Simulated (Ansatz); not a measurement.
GeMeI3 (CH3GeI3). The state is a singlet with charge 0. Geometry PBE-D4/def2-SVP, basis def2-TZVP, Ansatz.

```json
{"run": "A", "HOMO (eV)": "-6.74", "LUMO (eV)": "-3.32"}
{"run": "B", "HOMO (eV)": "-7.15", "LUMO (eV)": "-3.06"}
{"run": "C", "HOMO (eV)": "-6.43", "LUMO (eV)": "-3.42"}
{"run": "D", "HOMO (eV)": "-9.79", "LUMO (eV)": "-0.77"}
{"run": "E", "HOMO (eV)": "-10.04", "LUMO (eV)": "0.55"}
{"run": "F", "HOMO (eV)": "-7.56", "LUMO (eV)": "-2.69"}
```

In the def2 sets I takes a core potential; there is no spin–orbit coupling.

The runs used HF, PBE, PBE0, r2SCAN, r2SCANh, ωB97X-V. Estimate which is which.

A r2SCAN (0 % exact exchange); B r2SCANh (10 % exact exchange); C PBE (0 % exact exchange); D ωB97X-V (range-separated); E HF (100 % exact exchange); F PBE0 (25 % exact exchange). Exact exchange lowers occupied and raises empty levels; among semilocal functionals meta-GGAs tend to open the gap a little, and such runs are hard to tell apart. The gap grows from 3.00 eV (PBE) to 10.58 eV (HF).
